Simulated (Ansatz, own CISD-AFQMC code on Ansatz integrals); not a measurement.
H5B2N, SMILES `BBN` (charge 0, multiplicity 1).

Cartesian coordinates (Å):
```xyz
8

B      1.3901    -0.2151     0.0200
B     -0.1448     0.3966     0.2128
N     -1.3568    -0.1333    -0.2166
H      2.0910     0.0952    -0.9046
H      1.9101    -0.9110     0.8493
H     -0.2047     1.4476     0.8099
H     -1.4451    -0.9982    -0.7218
H     -2.2397     0.3181    -0.0490
```
Charge 0, spin multiplicity 1.

Frozen-core energies in cc-pVDZ from Ansatz (a quantum-chemistry and plane-wave program) at a geometry from PBE0-D3(BJ)/def2-TZVP; the HF reference has <S^2> = 0.00 and the T1 diagnostic is 0.014.

| level | energy (Ha) | difference from CCSDT(Q) (mHa) |
|---|---|---|
| HF | -106.73651 | 391.58 |
| MP2 | -107.07410 | 53.99 |
| CCSD | -107.11669 | 11.40 |
| CCSD(T) | -107.12648 | 1.61 |
| CCSDT | -107.12743 | 0.66 |
| phaseless AFQMC, CISD trial (own CISD-AFQMC code on Ansatz integrals; ±0.27 mHa) | -107.12768 | 0.41 |
| CCSDT(Q) | -107.12809 | 0.00 |
